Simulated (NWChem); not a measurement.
System: bromine monochloride (BrCl); SMILES ClBr

Program: NWChem. Structure relaxed at the PBE0/def2-SVP level. Computed dipoles belong to the equilibrium geometry; the measured one is vibrationally averaged.

Measured dipole moment: 0.52 D (NIST CCCBDB, as tabulated in the package chemicals).

| level | dipole moment (D) | computed − measured |
|---|---|---|
| Hartree-Fock/3-21G | … | … |
| Hartree-Fock/pcseg-1 | 0.61 | +0.09 |
| Hartree-Fock/aug-pcseg-1 | 0.51 | -0.01 |
| Hartree-Fock/pcseg-2 | … | … |
| Hartree-Fock/def2-TZVPP | 0.55 | +0.03 |
| Hartree-Fock/def2-QZVP | 0.55 | +0.03 |

Q: Fill in the missing entries.

A: 
- Hartree-Fock/pcseg-2, dipole moment (D): 0.59
- Hartree-Fock/pcseg-2, computed − measured: +0.07
- Hartree-Fock/3-21G, dipole moment (D): 1.17
- Hartree-Fock/3-21G, computed − measured: +0.65
